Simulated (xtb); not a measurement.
Al(Cl)(I)(OH) (AlClHIO), SMILES [OH][Al]([Cl])[I]. All values are semi-empirical tight-binding results from xtb (GFN2-xTB unless named), good for trends rather than for accurate numbers. Geometry: GFN2-xTB. The values are those of a single conformer.

For metal compounds this method's bond lengths and energies can be far off.

Computed properties:
```yaml
point_group_as_xtb_finds_it: Cs
orbital_gap: 4.17 eV
zero_point_energy: 9.9 kcal/mol
G − E(el) at 298.15 K (modified RRHO): -10.4 kcal/mol
```
